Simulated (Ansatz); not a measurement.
The first iterations of a band of CH6AlFGeO (11 atoms, charge 0, multiplicity 1).

Level of theory: RKS PBE-D4/def2-SVP in Ansatz.

| Item | Value |
| --- | --- |
| movable images | 7 |
| climbing image | yes |
| spring | 5.0 eV/Å² |
| optimiser | quadratic models (default) |
| start path | through a guess of the saddle point |
| force threshold | 0.5 eV/Å |
| iteration limit | 60 |
| end points | relaxed |

First end point:

```xyz
11
Properties=species:S:1:pos:R:3
C -0.642 0.677 1.875
O 0.218 0.224 0.844
Ge -0.434 -0.195 -0.786
F -1.380 -1.691 -0.607
Al 1.697 -0.685 -1.991
H -1.378 1.438 1.518
H -0.025 1.147 2.669
H -1.214 -0.161 2.333
H -1.519 0.876 -1.145
H 2.134 0.181 -3.266
H 2.607 -1.869 -1.423
```

Last end point:

```xyz
11
Properties=species:S:1:pos:R:3
C -0.668 0.539 1.551
O -0.677 0.833 0.141
Ge -1.477 -0.625 -1.173
F 0.220 -1.719 -0.486
Al 0.943 -0.641 -1.825
H -0.255 1.407 2.103
H -0.071 -0.371 1.764
H -1.716 0.369 1.859
H 0.287 0.928 -0.199
H 1.957 -1.419 -2.787
H 1.523 0.643 -0.927
```

| iteration | highest image above the first end (eV) | largest band force component (eV/Å) |
| --- | --- | --- |
| 1 | 17.400 | 20.985 |
| 2 | 7.028 | 7.907 |
| 3 | 3.209 | 3.410 |
| 4 | 2.652 | 2.032 |

Does the band converge within its limit, and where does its top end?

The forces met the threshold. It ended after 14 iterations with the highest image 2.118 eV above the first end. The threshold of 0.5 eV/Å is loose, so the images may lie well off the minimum-energy path. Neighbouring images differ by up to 2.1 eV, so the band resolves the path poorly. The order of the stationary point at the top wasn't checked. Another band between the same ends, with other settings, climbed to 1.22 eV only, so this may not be the lowest route. The orbitals stay closed-shell, which can raise the energy where a bond breaks towards radicals; this wasn't checked here.

The run took 4.3 min on 2 threads of Arm Neoverse V2, with other jobs on the host, peak memory 0.17 GiB.
